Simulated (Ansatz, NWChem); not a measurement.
## How basis sets differ on AlH3Se (SMILES [AlH2][SeH])

AlH3Se: 5 atoms, total charge 0, spin state singlet. As SMILES, `[AlH2][SeH]`. The shape is that of a PBE0-D4/def2-TZVP optimisation.

Each level gives the dipole moment (D). The values are calculated.

```
           level           kind  program  value (D)  CPU time
PBE0/aug-pcseg-0  global hybrid   NWChem       1.75     4.5 s
   PBE0/def2-SVP  global hybrid   Ansatz       0.87     5.4 s
PBE0/aug-pcseg-1  global hybrid   NWChem       0.81      17 s
PBE0/aug-pcseg-2  global hybrid   NWChem       0.77      90 s
```

All-electron rows without a relativistic Hamiltonian named are non-relativistic. The values span 0.77 to 1.75 D. Magnitudes only. CPU times are rough (shared hosts, several kinds of processor): they show what a rung costs within a factor of a few.
